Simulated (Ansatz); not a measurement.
Molecule: trihydroxy(silyl)silane, H₆Si₂O₃ (charge 0, singlet). SMILES: O[Si](O)(O)[SiH3]
Geometry: optimised at B3LYP-D3(BJ)/def2-TZVP (Ansatz, an electronic-structure program).

Wanted: atomisation energy, in kcal/mol. Terms: LANL2DZ with its own core potentials from Na on; open shells spin-unrestricted; spin-orbit terms left out; no dispersion term unless named; non-relativistic; atomisation electronic, to ground-state atoms; frozen cores in correlated levels. CBS marks a two-point X^-3 extrapolation of the correlation energy; Hartree-Fock from the larger set. Ab initio and DFT rows: single points at B3LYP-D3(BJ) geometries (Ansatz).

| species | coefficient | E at B3LYP/LANL2DZ (Ansatz), Eh | E at PBE0/def2-TZVPD (Ansatz), Eh |
|---|---|---|---|
| O[Si](O)(O)[SiH3] | -1 | -237.12074 | -808.05785 |
| H atom | +6 | -0.49891 | -0.50104 |
| O atom | +3 | -75.08172 | -75.01925 |
| Si atom | +2 | -3.76347 | -289.24952 |

Coupled cluster (Ansatz) is a level with limits of its own, used here on species with T1 under 0.025 (0.045 for open shells) and stable references: CCSD(T)/CBS(aug-cc-pV(T+d)Z,aug-cc-pV(Q+d)Z). Value to compare with, CCSD(T)/CBS(aug-cc-pV(T+d)Z,aug-cc-pV(Q+d)Z) (Ansatz): 967.0 kcal/mol. 1 Eh = 627.5095 kcal/mol.

Task: Work the quantity out at each level, and compare with CCSD(T)/CBS(aug-cc-pV(T+d)Z,aug-cc-pV(Q+d)Z) (Ansatz).

Result: 
- B3LYP/LANL2DZ: the sum of coefficient times E is 1.35518 Eh, or 850.39 kcal/mol. Result: 850.4 kcal/mol. Its difference against CCSD(T)/CBS(aug-cc-pV(T+d)Z,aug-cc-pV(Q+d)Z) (Ansatz) is -116.6 kcal/mol.
- PBE0/def2-TZVPD: the sum of coefficient times E is 1.49482 Eh, or 938.01 kcal/mol. Result: 938.0 kcal/mol. Its difference against CCSD(T)/CBS(aug-cc-pV(T+d)Z,aug-cc-pV(Q+d)Z) (Ansatz) is -29.0 kcal/mol.
